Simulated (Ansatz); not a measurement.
Relaxation of CH$_{7}$NOSn (11 atoms, charge 0, multiplicity 1), to a largest force component of 0.03 eV/Å in at most 50 steps.

Theory: RKS PBE0/def2-SVP in Ansatz.

```xyz
11
Properties=species:S:1:pos:R:3
Sn -1.394 0.857 -0.497
N -0.842 0.303 1.429
O 0.426 -0.142 -1.223
C 1.495 -0.791 -0.432
H 1.132 -0.693 0.600
H -2.804 0.070 -1.053
H -1.269 2.529 -0.821
H -0.857 -0.700 1.589
H 0.062 0.677 1.700
H 2.453 -0.258 -0.571
H 1.598 -1.852 -0.722
```

Task: Where does it end, and by what steps?

Result: It converged. After 17 steps the energy has fallen by 1.018 eV; H7 moved furthest, 0.89 Å.

```json
{"step": "0", "energy less start (eV)": "0.0000", "largest force component (eV/Å)": "3.301", "accepted": "yes"}
{"step": "1", "energy less start (eV)": "-0.6981", "largest force component (eV/Å)": "1.094", "accepted": "yes"}
{"step": "2", "energy less start (eV)": "-0.9156", "largest force component (eV/Å)": "0.627", "accepted": "yes"}
{"step": "3", "energy less start (eV)": "-0.9656", "largest force component (eV/Å)": "0.401", "accepted": "yes"}
{"step": "4", "energy less start (eV)": "-0.9663", "largest force component (eV/Å)": "0.529", "accepted": "yes"}
{"step": "5", "energy less start (eV)": "-0.9758", "largest force component (eV/Å)": "0.127", "accepted": "yes"}
{"step": "6", "energy less start (eV)": "-0.9773", "largest force component (eV/Å)": "0.214", "accepted": "yes"}
{"step": "7", "energy less start (eV)": "-0.9812", "largest force component (eV/Å)": "0.055", "accepted": "yes"}
{"step": "8", "energy less start (eV)": "-0.9919", "largest force component (eV/Å)": "0.064", "accepted": "yes"}
{"step": "9", "energy less start (eV)": "-0.9947", "largest force component (eV/Å)": "0.250", "accepted": "yes"}
{"step": "10", "energy less start (eV)": "-0.9995", "largest force component (eV/Å)": "0.189", "accepted": "yes"}
{"step": "11", "energy less start (eV)": "-1.0055", "largest force component (eV/Å)": "0.152", "accepted": "yes"}
{"step": "12", "energy less start (eV)": "-1.0088", "largest force component (eV/Å)": "0.265", "accepted": "yes"}
{"step": "13", "energy less start (eV)": "-1.0119", "largest force component (eV/Å)": "0.228", "accepted": "yes"}
{"step": "14", "energy less start (eV)": "-1.0160", "largest force component (eV/Å)": "0.042", "accepted": "yes"}
{"step": "15", "energy less start (eV)": "-1.0172", "largest force component (eV/Å)": "0.054", "accepted": "yes"}
{"step": "16", "energy less start (eV)": "-1.0176", "largest force component (eV/Å)": "0.067", "accepted": "yes"}
{"step": "17", "energy less start (eV)": "-1.0182", "largest force component (eV/Å)": "0.025", "accepted": "yes"}
```

```xyz
11
Properties=species:S:1:pos:R:3
Sn -1.096 0.607 -0.366
N -1.290 0.518 1.657
O 0.165 -0.781 -1.059
C 1.514 -0.769 -0.716
H 1.692 -0.875 0.375
H -2.572 0.164 -1.088
H -0.464 2.155 -0.744
H -1.533 -0.403 2.015
H -0.481 0.853 2.176
H 2.044 0.151 -1.045
H 2.021 -1.621 -1.205
```

Time of the run: 37 s on 2 threads of Intel(R) Xeon(R) 6975P-C (Granite Rapids), on a shared host, peak memory 0.24 GiB.
